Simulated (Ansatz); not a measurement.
ClGeH₆NSi (`[NH2][GeH2][SiH2]Cl`) at its PBE0-D4/def2-TZVP geometry, where that method's forces vanish. Charge 0, multiplicity 1.

```xyz
10

N     1.0618   -1.2446    0.8835
Ge    0.6330    0.4931    0.4360
Si   -1.2932    0.4156   -0.9652
Cl   -2.9142   -0.2872    0.0932
H     1.3451   -1.8142    0.0979
H     1.7728   -1.3153    1.5988
H     1.7643    1.2594   -0.3010
H     0.3387    1.2241    1.7560
H    -1.0748   -0.4966   -2.1177
H    -1.6335    1.7657   -1.4815
```

Task: What forces (eV/Å) does ωB97M-V/def2-TZVPP give on these atoms in the Gaussian-basis code of Ansatz? (An estimate is asked.)

Result: The calculation gave: 
```
N1   0.057 -0.027 -0.006
Ge2 -0.068  0.170 -0.037
Si3  0.117  0.075 -0.168
Cl4 -0.037 -0.019  0.037
H5  -0.003  0.002  0.040
H6  -0.026 -0.023 -0.031
H7  -0.079 -0.071  0.060
H8   0.020 -0.054 -0.094
H9  -0.022  0.109  0.137
H10  0.042 -0.162  0.060
```
